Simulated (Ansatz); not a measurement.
A nudged elastic band was laid between two geometries of CH₆BOSi (10 atoms, charge 1, multiplicity 1).

Level of theory: RKS r2SCAN-D4/6-31G* in Ansatz 0.2.0.

* movable images: 5
* climbing image: yes
* spring: 5.0 eV/Å²
* optimiser: quadratic models (default)
* start path: IDPP
* force threshold: 0.05 eV/Å
* iteration limit: 60
* end points: relaxed

Initial state:

```xyz
10
Properties=species:S:1:pos:R:3
B -1.253 0.962 -0.182
C 0.307 0.981 -0.219
O 0.959 -0.340 -0.359
Si 0.770 -1.758 0.304
H -1.849 -0.079 -0.186
H -1.817 2.008 -0.136
H 0.727 1.450 0.682
H 0.690 1.558 -1.070
H -0.138 -1.968 1.447
H 1.604 -2.814 -0.281
```

Final state:

```xyz
10
Properties=species:S:1:pos:R:3
B -1.033 1.038 0.629
C 0.328 0.988 -0.134
O 1.022 -0.320 -0.117
Si 0.592 -1.818 -0.354
H -1.490 0.044 1.121
H -1.596 2.084 0.688
H 1.061 1.683 0.294
H 0.213 1.275 -1.189
H -0.748 -2.174 -0.856
H 1.650 -2.799 -0.083
```

Which bonds break or form, and what moves?

No bond is made or broken. The dihedral B1–C2–O3–Si4 goes from -45 to 46°. The two ends are copies of one structure, up to a mirror image or an exchange of like atoms.

What energy profile does the band end with?

The run converged. The highest image is number 3 of 0 to 6, 0.6 kcal/mol above the ends, which have the same energy within 2 meV. A vibrational analysis at the climbing image gives one clearly imaginary mode, 100i cm⁻¹: a first-order saddle point. Limits of this set-up: the dipole of an ion depends on the origin.

```json
{"image": "0", "path coordinate (Å)": "0.00", "energy (kcal/mol)": "0.0", "dihedral B1–C2–O3–Si4 (°)": "-45"}
{"image": "1", "path coordinate (Å)": "0.51", "energy (kcal/mol)": "0.2", "dihedral B1–C2–O3–Si4 (°)": "-30"}
{"image": "2", "path coordinate (Å)": "1.03", "energy (kcal/mol)": "0.5", "dihedral B1–C2–O3–Si4 (°)": "-15"}
{"image": "3", "path coordinate (Å)": "1.54", "energy (kcal/mol)": "0.6", "dihedral B1–C2–O3–Si4 (°)": "2"}
{"image": "4", "path coordinate (Å)": "2.02", "energy (kcal/mol)": "0.5", "dihedral B1–C2–O3–Si4 (°)": "18"}
{"image": "5", "path coordinate (Å)": "2.50", "energy (kcal/mol)": "0.1", "dihedral B1–C2–O3–Si4 (°)": "32"}
{"image": "6", "path coordinate (Å)": "2.98", "energy (kcal/mol)": "0.0", "dihedral B1–C2–O3–Si4 (°)": "46"}
```

What is the geometry of the highest image?


```xyz
10
Properties=species:S:1:pos:R:3:forces:R:3
B -1.152 1.060 0.285 0.00 0.00 -0.03
C 0.316 0.994 -0.231 0.00 -0.01 0.01
O 0.977 -0.335 -0.292 0.00 0.01 0.01
Si 0.675 -1.853 -0.018 -0.01 0.00 -0.01
H -1.753 0.084 0.627 0.00 0.00 0.01
H -1.656 2.138 0.320 0.00 0.00 0.01
H 0.995 1.600 0.385 0.00 0.01 0.00
H 0.415 1.390 -1.251 0.00 0.00 0.00
H -0.636 -2.342 0.444 0.00 0.00 0.00
H 1.819 -2.736 -0.271 0.00 0.00 0.00
```

What are the harmonic wavenumbers there?

100i, 161, 259, 320, 358, 553, 627, 687, 698, 851, 960, 974, 1046, 1154, 1226, 1264, 1351, 1435, 2338, 2413, 2643, 2753, 3062, 3109 cm⁻¹.

The band took 6 iterations and roughly 2.5 core-minutes.

Time of the run: 2.5 min on 1 thread of Arm Neoverse V1, on a shared host, peak memory 0.13 GiB.
